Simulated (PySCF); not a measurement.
## Ionisation energy of Sb by level of theory

Sb [Kr] 4d10 5s2 5p3 (4S) → Sb+ [Kr] 4d10 5s2 5p2 (3P), as a difference of total energies. Computed with PySCF 2.14 in x2c-TZVPPall (8s6p4d2f, 60 functions), with scalar relativity by spin-free X2C-1e. Correlated levels: valence and next inner shell: [Ar] 3d10 frozen. The calculations carry no spin-orbit coupling.

```tsv
method	ionisation energy (eV)
UHF	8.577
MP2 (valence and next inner shell)	9.108
SCS-MP2 (valence and next inner shell)	8.939
CCSD (valence and next inner shell)	9.014
CCSD(T) (valence and next inner shell)	9.042
```

How much does correlation contribute at CCSD(T) (valence and next inner shell)?

9.042 − (8.577) = 0.465 eV, measured against UHF.

Errors of the correlated levels include the incompleteness of this basis and the frozen core.

For comparison: 9.124 eV (measured; NIST levels, between the centres of gravity of the two terms).
